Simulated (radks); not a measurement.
Values are calculated unless marked as measured or tabulated.
Question: Ionisation of neutral xenon, [Xe], to [Kr] 4d10 5s2 5p5 as the strength of local exchange is varied. Code: a radial shooting solver on a logarithmic mesh with Libxc functionals. Model: scalar-relativistic Kohn-Sham, Slater X-alpha exchange (alpha = 2/3 is LDA exchange), no correlation, spin-polarised, spherical densities, finite nucleus; Fermi nuclear charge, rms radius 4.7859 fm.

| alpha | E(Xe) (hartree) | exchange (hartree) | IE (eV) | -e of the level emptied (eV) | <r> of it (bohr) |
|---|---|---|---|---|---|
| 0.597 | -7417.55012 | -156.63709 | 10.496 | 6.495 (5p) | 2.373 |
| 0.667 | -7435.98722 | -175.42002 | 11.244 | 7.188 (5p) | 2.335 |
| 0.756 | -7459.49204 | -199.42695 | 12.227 | 8.108 (5p) | 2.290 |
| 0.842 | -7482.27191 | -222.75826 | 13.211 | 9.035 (5p) | 2.248 |
| 0.906 | -7499.26730 | -240.20623 | 13.965 | 9.750 (5p) | 2.218 |
| 0.992 | -7522.16249 | -263.76621 | 15.006 | 10.743 (5p) | 2.180 |
| 1.027 | -7531.49920 | -273.39207 | 15.439 | 11.157 (5p) | 2.166 |
| x | -7522.42910 | -264.04093 | 15.018 | 10.754 (5p) | 2.180 |

Which alpha was used in the last row?

Answer: alpha = 0.993. NIST Atomic Spectra Database: 12.130 eV (measured). The Delta-SCF value meets it near alpha = 0.75. Open shells are spherical and high-spin; term and fine-structure splittings are not resolved. Spin-orbit splitting is averaged out at the scalar-relativistic level.
